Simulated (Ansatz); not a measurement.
`C[Si](C)(C)[Si](C)(C)[Si](C)(C)[Si](C)(C)[Si](C)(C)[Si](C)(C)[Si](C)(C)[Si](C)(C)[Si](C)(C)C`, 89 atoms. Hardware: 4 threads of AMD EPYC 7R13 on a shared host and a share (37 GiB) of an NVIDIA H100 80GB HBM3.

Single mean-field runs in def2-SVP, def2-TZVP are fitted with def2-universal-jkfit.

How many basis functions does each of these Ansatz runs have, and roughly what does it cost? PBE-D4/def2-TZVP, charge -1 doublet at the geometry of the charge 0 singlet, energy, from earlier orbitals; PBE0-D4/def2-TZVP, charge 1 doublet at the geometry of the charge 0 singlet, energy; PBE0-D4/def2-SVP, charge 0 singlet, energy, from earlier orbitals; PBE-D4/def2-TZVP, charge 0 triplet at the geometry of the charge 0 singlet, energy, from earlier orbitals; PBE-D4/def2-SVP, charge 0 singlet, energy, from earlier orbitals; PBE0-D4/def2-TZVP, charge 0 triplet at the geometry of the charge 0 singlet, energy; PBE-D4/def2-TZVP, charge 1 doublet at the geometry of the charge 0 singlet, energy, from earlier orbitals; r2SCAN-D4/def2-TZVP, charge 0 singlet, energy, from earlier orbitals; PBE0-D4/def2-TZVP, charge 0 singlet, energy and forces, from earlier orbitals; PBE0-D4/def2-TZVP, charge -1 doublet at the geometry of the charge 0 singlet, energy; PBE-D4/def2-SVP, charge 0 singlet, relaxation, 7 steps; PBE-D4/def2-TZVP, charge 0 singlet, energy, from earlier orbitals.

Other jobs shared the machine, so times can vary by a factor of up to 3.

| run | functions | fitting or Cholesky vectors | wall time | peak host memory (GiB) |
| --- | --- | --- | --- | --- |
| PBE-D4/def2-SVP, charge 0 singlet, energy, from earlier orbitals | 742 | 3732 | 8 s | 1.2 |
| PBE-D4/def2-TZVP, charge 0 singlet, energy, from earlier orbitals | 1313 | 3732 | 8 s | 1.4 |
| PBE0-D4/def2-SVP, charge 0 singlet, energy, from earlier orbitals | 742 | 3732 | 9.5 s | 1.2 |
| r2SCAN-D4/def2-TZVP, charge 0 singlet, energy, from earlier orbitals | 1313 | 3732 | 10 s | 1.5 |
| PBE-D4/def2-TZVP, charge 1 doublet at the geometry of the charge 0 singlet, energy, from earlier orbitals | 1313 | 3732 | 12 s | 1.8 |
| PBE0-D4/def2-TZVP, charge 0 singlet, energy and forces, from earlier orbitals | 1313 | 3732 | 15 s | 2.5 |
| PBE-D4/def2-TZVP, charge -1 doublet at the geometry of the charge 0 singlet, energy, from earlier orbitals | 1313 | 3732 | 17 s | 2.4 |
| PBE-D4/def2-TZVP, charge 0 triplet at the geometry of the charge 0 singlet, energy, from earlier orbitals | 1313 | 3732 | 19 s | 2.4 |
| PBE0-D4/def2-TZVP, charge 1 doublet at the geometry of the charge 0 singlet, energy | 1313 | 3732 | 24 s | 2.4 |
| PBE0-D4/def2-TZVP, charge -1 doublet at the geometry of the charge 0 singlet, energy | 1313 | 3732 | 26 s | 2.4 |
| PBE-D4/def2-SVP, charge 0 singlet, relaxation, 7 steps | 742 | 3732 | 37 s | 1.3 |
| PBE0-D4/def2-TZVP, charge 0 triplet at the geometry of the charge 0 singlet, energy | 1313 | 3732 | 55 s | 2.5 |
